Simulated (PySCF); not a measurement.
H5Si2, SMILES [SiH2][SiH3], multiplicity 2. Atoms are numbered in the order given.

```xyz
7

Si     1.2090     0.0883     0.0000
Si    -1.1216    -0.0140     0.0000
H      1.8409    -0.4903    -1.2135
H      1.8409    -0.4903     1.2135
H     -1.6365     0.6750     1.2071
H     -1.6365     0.6750    -1.2071
H     -1.6316    -1.4096     0.0000
```
Charge 0, spin multiplicity 2.

Geometry optimised at B3LYP-D3(BJ)/def2-TZVP. The isomer is the one that the SMILES or the coordinates give; other isomers of the formula were not compared.

Two levels are set side by side: PBE/pcH-1 (PySCF) and B3LYP/pcH-1 (PySCF). Contact hyperfine couplings, same geometry. Differences are taken from unrounded values.

| quantity | B3LYP | PBE | PBE minus B3LYP |
|---|---|---|---|
| A(iso) of 29Si, atom Si1 (MHz) | -394.7 | -351.1 | 43.6 |
| A(iso) of 29Si, atom Si2 (MHz) | -19.7 | -10.2 | 9.5 |
| A(iso) of 1H, atom H3 (MHz) | 9.1 | -2.2 | -11.3 |
| A(iso) of 1H, atom H4 (MHz) | 9.1 | -2.2 | -11.3 |
| A(iso) of 1H, atom H5 (MHz) | -1.8 | -1.5 | 0.3 |
| A(iso) of 1H, atom H6 (MHz) | -1.8 | -1.5 | 0.3 |
| A(iso) of 1H, atom H7 (MHz) | 76.0 | 74.0 | -2.0 |

Rough cost on one machine, each run with all the roots and properties that it gave: B3LYP against PBE within a factor of 2.
